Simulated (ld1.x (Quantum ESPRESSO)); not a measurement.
# carbon, TM: configuration errors across variants

ld1.x (Quantum ESPRESSO) 7.5 input, shortened:

```
&input
   title='C', zed=6., rel=0, dft='PBE', iswitch=3,
   config='[He] 2s2 2p2 3d-2'
 /
 &inputp
   pseudotype=2, tm=.true., lloc=0,
   nlcc=.true., new_core_ps=.true.
 /
3
2P  2  1   2.00   0.00  2.30  2.30  0.0
3D  3  2  -2.00  -0.10  1.75  1.75  0.0
2S  1  0   2.00   0.00  0.95  0.95  0.0
 &test
   configts(1)='2s2 2p2'
 /
```

All-electron excitation energies from the reference (eV): (1) 2s2 2p1 10.865; (2) 2s2 2p0 35.025; (3) 2s1 2p0 83.198; (4) 2s0 2p4 16.945; (5) 2s2 2p2.3 -1.159; (6) 2s2 2p1.5 3.965; (7) 2s1 2p3 8.463.

The default core radius of the base comes out at 0.52 bohr.

Tests that are not counted but printed errors over 1 eV. “type PAW; waves now 2s (bound): rcut 0.85, rcutus 0.95 bohr; 2s channel at -0.4 Ry: rcut 0.85, rcutus 0.95 bohr; 2p (bound): rcut 2.00, rcutus 2.30 bohr; 2p channel at 0.15 Ry: rcut 2.00, rcutus 2.30 bohr; 3d channel at -0.1 Ry: rcut 1.50, rcutus 1.75 bohr; 3d channel at 1.7 Ry: rcut 1.50, rcutus 1.75 bohr; local potential all-electron potential smoothed inside 1.35 bohr (lloc = -1); augmentation BESSEL, radius 0.85 bohr”: 2s2 2p1 (solver errors, printed error -53.8 eV); 2s2 2p0 (solver errors, printed error -31.4 eV); 1 more.

2 further variants failed, have other tests or another functional or relativity, and are left out.

Errors AE − PS in meV (a dash: test not solved or not reliable):

| change | (1) | (2) | (3) | (4) | (5) | (6) | (7) | bound ghosts |
| --- | --- | --- | --- | --- | --- | --- | --- | --- |
| base | +46 | +451 | +902 | -35 | +0.5 | +6.2 | -8.9 | none |
| all radii but the core radius scaled by about 1.33 (s 1.26, p 3.06, d 2.32 bohr) | +141 | +1168 | +2201 | -164 | +2.2 | +21 | -41 | none |
| wave 3d channel at -0.1 Ry: rc 1.75 bohr becomes 3d channel at -0.16 Ry: rc 1.75 bohr | +46 | +451 | +902 | -35 | +0.5 | +6.2 | -8.9 | none |
| type PAW; waves now 2s (bound): rcut 0.85, rcutus 0.95 bohr; 2s channel at -0.4 Ry: rcut 0.85, rcutus 0.95 bohr; 2p (bound): rcut 2.00, rcutus 2.30 bohr; 2p channel at 0.15 Ry: rcut 2.00, rcutus 2.30 bohr; 3d channel at -0.1 Ry: rcut 1.50, rcutus 1.75 bohr; 3d channel at 1.7 Ry: rcut 1.50, rcutus 1.75 bohr; local potential all-electron potential smoothed inside 1.35 bohr (lloc = -1); augmentation BESSEL, radius 0.85 bohr | – | – | – | +0.5 | -255 | -15 | -279 | none |
| core correction Bessel-smoothed model core inside 1.04 bohr | +45 | +444 | +895 | -33 | +0.5 | +6.1 | -8.4 | none |
| wave 2s (bound): rc 0.95 bohr becomes 2s (bound): rc 0.86 bohr | +46 | +453 | +900 | -36 | +0.5 | +6.3 | -8.9 | none |
| wave 3d channel at -0.1 Ry: rc 1.75 bohr becomes 3d channel at -0.1 Ry: rc 2.52 bohr | +46 | +451 | +902 | -35 | +0.5 | +6.2 | -8.9 | none |

(1) Give the same row for: wave 2p (bound): rc 2.30 bohr becomes 2p (bound): rc 2.36 bohr.

## Answers

(1) +51, +494, +981, -42, +0.6, +7.0, -11; bound ghosts: none.
